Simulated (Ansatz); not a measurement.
A calculation with Ansatz (development build ahead of 0.2.0).

```yaml
crystal:
  periodic: [false, false, false]
  atoms:
    - { symbol: Cr, position_ang: [1.25, 0.0, 0.0] }
    - { symbol: Cr, position_ang: [-1.25, 0.0, 0.0] }
    - { symbol: O, position_ang: [0.0, 1.35, 0.0] }
    - { symbol: O, position_ang: [0.0, -1.35, 0.0] }
basis:
  gaussian: { orbitals: def2-SVP }
magnetization:
  spin_polarized: true
hamiltonian:
  xc: hf
scf:
  omitted_lower_state_checks: [stability, starts, atomic_configurations, cluster_reference, orbital_swaps, given_window_search, neighbouring_geometries, increment]
output:
  forces: true
```

The input is written out in the form of the current development build from the run's settings.

Results

```yaml
Converged: yes
Total_energy: -2235.99387 hartree
Spin_squared_of_the_determinant: 4.045
```

Forces (eV/Å):
```json
{"atom": "Cr1", "Fx": "1.888", "Fy": "0.000", "Fz": "0.000"}
{"atom": "Cr2", "Fx": "-1.888", "Fy": "0.000", "Fz": "0.000"}
{"atom": "O3", "Fx": "0.000", "Fy": "0.653", "Fz": "0.000"}
{"atom": "O4", "Fx": "0.000", "Fy": "-0.653", "Fz": "0.000"}
```

Caution: another spin multiplicity may lie lower; the unrestricted determinant is a mixture of spin states; no wide search was run, a lower solution can exist.
